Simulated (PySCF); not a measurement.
Excitations are Tamm–Dancoff values on a coarser integration grid. The basis has no diffuse functions, so Rydberg states are missing or too high.

Cartesian coordinates (Å):
```xyz
8

C      1.6654     0.0769     0.0587
B      0.3242    -0.1900    -0.0654
C     -1.1639    -0.4751    -0.2024
N     -2.0913     0.3942    -0.2727
H      2.0659     1.0820     0.1115
H      2.4060    -0.7127     0.1115
H     -1.4775    -1.5227    -0.2454
H     -1.7288     1.3473    -0.2268
```
Charge 0, multiplicity 1.

**Question.** What S1 excitation (TDA), T1 excitation (TDA), HOMO–LUMO gap, total energy and dipole moment does CAM-B3LYP-D3(BJ)/def2-TZVP (PySCF) give?

**Answer.** 
S1 excitation (TDA): 3.36 eV
T1 excitation (TDA): 2.98 eV
HOMO–LUMO gap: 7.77 eV
total energy: -158.1054 Ha
dipole moment: 0.309 e·Å
